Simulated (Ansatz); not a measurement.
**Question.** Name a neutral molecule of Al, C, Cl, S and H with LUMO energy (B3LYP/def2-TZVPP) between -1.25 and -0.95 eV and size of the dipole moment (PBE/def2-TZVPP) between 1.95 and 2.25 D (Ansatz, PBE0-D4/def2-TZVP geometry).

**Answer.** `C[S][Al]([Cl])[Cl]` (-1.12 eV, 2.07 D). Other molecules can fit too; these were computed, each in one conformer that needn't be the lowest.

B3LYP here is the variant with VWN-RPA as its local correlation; programs differ in this.
